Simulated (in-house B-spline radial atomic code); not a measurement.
# Functionals against successive ionisation energies: Ga to Ga³⁺

Ionisation energies as differences of self-consistent total energies from an all-electron radial atomic-structure program (B-spline basis): all electrons, radial basis limit, scalar-relativistic (one-electron X2C), spin-polarised at highest spin, spherical densities; exact exchange is averaged over the determinants of each configuration. No spin-orbit coupling, Breit or QED terms. NIST's values run from ground level to ground level, so in open shells the differences also hold multiplet and fine-structure energies that spherical high-spin averages miss. Columns give computed minus NIST, in eV; a star marks a semi-empirical value. Species are left out where the tabulated value is theory, is uncertain by more than 0.12 eV, or (13 ions, such as In⁴⁺, Te⁴⁺ and Bi⁴⁺) lies off its series for all methods alike, which flatters the means a little.

```csv
species,shell,NIST (eV),Hartree-Fock,LDA exchange-only,PBEsol,r2SCAN0
Ga,4p,6.00,-0.55,-0.81,-0.12,-0.08
Ga⁺,4s,20.52,-1.77,-0.77,+0.21,-0.21
Ga²⁺,4s,30.73,-1.09,+0.16,+0.79,+0.34
Ga³⁺,3d,63.24 ± 0.009,-2.32,-1.23,+0.28,+0.23
```

How do the methods rank, and which species is hardest?

Mean absolute (signed) differences: r2SCAN0 0.21 (+0.07) eV; PBEsol 0.35 (+0.29) eV; LDA exchange-only 0.74 (-0.67) eV; Hartree-Fock 1.43 (-1.43) eV. For Ga³⁺, which loses a 3d electron, the nearest method is off by +0.23 eV, the largest such miss. Hartree-Fock comes too low mainly by the correlation energy of the removed electron.
